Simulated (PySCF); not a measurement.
dibromo(fluoro)methane (CHBr2F), SMILES FC(Br)Br. Atoms are numbered in the order given.

```xyz
5

F     -0.2144     1.8478     0.0000
C      0.4161     0.6766     0.0000
Br    -0.0296    -0.3073     1.6005
Br    -0.0296    -0.3073    -1.6005
H      1.5031     0.8246     0.0000
```
Charge 0, spin multiplicity 1.

The structure is a stationary point at PBE0-D3(BJ)/def2-SVP.

Level of theory: PySCF with PBE0-D3(BJ)/def2-SVP.

Frequencies are harmonic and unscaled.

Computed harmonic wavenumbers and intensities:
```csv
mode,ν (cm⁻¹),IR (km/mol),Raman (Å⁴/amu),depolarisation,moving atoms (share of kinetic energy)
1,172,0.0,4.1,0.48,Br 88 %
2,302,0.1,2.4,0.75,"F 73 %, Br 26 %"
3,367,0.5,4.8,0.20,"F 55 %, Br 24 %, C 20 %"
4,634,24.8,9.9,0.12,"C 77 %, H 12 %"
5,715,196.4,4.1,0.75,C 83 %
6,1174,193.5,1.2,0.74,"C 56 %, F 40 %"
7,1186,81.5,3.4,0.75,"H 91 %, C 8 %"
8,1325,19.8,4.9,0.71,"H 87 %, C 11 %"
9,3172,0.9,82.5,0.24,"H 92 %, C 8 %"
```
